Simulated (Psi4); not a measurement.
Internal rotation in SMILES N#Cc1ccccc1[SeH] (C7H5NSe). Scanned: dihedral C3–C8–Se9–H14; all other coordinates were relaxed at GFN2-xTB. Points at φ and −φ are mirror images.

Geometry of the scan point at -30° (Å):
```
14

N      3.2864     0.9448     0.0270
C      2.1653     0.7009     0.0289
C      0.7861     0.3977     0.0196
C     -0.1411     1.4387     0.0827
C     -1.4945     1.1660     0.0727
C     -1.9354    -0.1475    -0.0052
C     -1.0255    -1.1858    -0.0785
C      0.3393    -0.9273    -0.0808
Se     1.5424    -2.4199    -0.0929
H      0.2185     2.4554     0.1470
H     -2.2064     1.9751     0.1274
H     -2.9932    -0.3632    -0.0109
H     -1.3668    -2.2101    -0.1410
H      2.6388    -1.7090    -0.7099
```

Level of theory: Psi4 with PBE-D3(BJ)/def2-SVP // GFN2-xTB.

Scanned values (°): -150, -120, -90, -60, -30, 0, 30, 60, 90, 120, 150, 180.

Locate the minima and the barriers on this grid.

Lower than their neighbours: 0° (0.000 eV), 180° (0.037 eV). Higher than their neighbours: -90° (0.163 eV), 90° (0.163 eV). The whole profile spans 0.163 eV.
